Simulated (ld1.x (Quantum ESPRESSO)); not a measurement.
**Ta, PAW: configuration errors across variants**

ld1.x (Quantum ESPRESSO) 7.5 input, shortened:

```
&input
   title='Ta', zed=73., rel=2, dft='PBE', iswitch=3,
   config='[Xe] 4f14 5d3 6s1.75 6p0', rel_dist='average'
 /
 &inputp
   pseudotype=3, lpaw=.true., tm=.true., lloc=-1, rcloc=0.90,
   nlcc=.true., new_core_ps=.true., rcore=0.95,
   which_augfun='BESSEL', rmatch_augfun=0.90
 /
8
5S  1  0   2.00   0.00  1.45  1.75  0.0
6S  2  0   1.75   0.00  1.45  1.75  0.0
5P  2  1   6.00   0.00  1.70  2.00  0.0
6P  3  1   0.00   0.00  1.70  2.00  0.0
5D  3  2   3.00   0.00  1.85  2.10  0.0
5D  3  2   0.00   0.30  1.85  2.10  0.0
4F  4  3  14.00   0.00  0.90  1.20  0.0
4F  4  3   0.00  -1.40  0.90  1.20  0.0
 &test
   configts(1)='4f14 5s2 5p6 5d3 6s1.75 6p0'
 /
```

Open shells are filled in proportion to 2j + 1 (rel_dist='average').

All-electron excitation energies from the reference (eV): (1) 4f14 5s2 5p6 5d3 6s2 6p0 -1.544; (2) 4f14 5s2 5p6 5d3 6s1 6p0 6.927; (3) 4f14 5s2 5p6 5d3 6s0 6p0 21.900.

3 further variants failed, have other tests or another functional or relativity, and are left out.

Errors AE − PS in meV (a dash: test not solved or not reliable):

| change | (1) | (2) | (3) | bound ghosts |
| --- | --- | --- | --- | --- |
| base | -0.1 | -0.4 | -1.4 | not determined |
| core correction Bessel-smoothed model core inside 0.64 bohr | -0.1 | -0.3 | -1.6 | not determined |
| all radii but the core radius scaled by about 1.25 (s 2.20, p 2.50, d 2.64, f 1.50 bohr, rcut 1.82/2.14/2.32/1.12); local potential all-electron potential smoothed inside 1.12 bohr (lloc = -1); augmentation BESSEL, radius 1.12 bohr | -0.3 | -2.5 | -6.2 | not determined |
| waves 5d (bound): rcut 1.84, rcutus 1.96 bohr; 5d channel at 0.3 Ry: rcut 1.84, rcutus 1.96 bohr | -0.1 | -0.6 | -2.7 | not determined |

Q: Give the same row for: local potential all-electron potential smoothed inside 0.86 bohr (lloc = -1).

A: 0.0, -0.2, -0.7; bound ghosts: not determined.
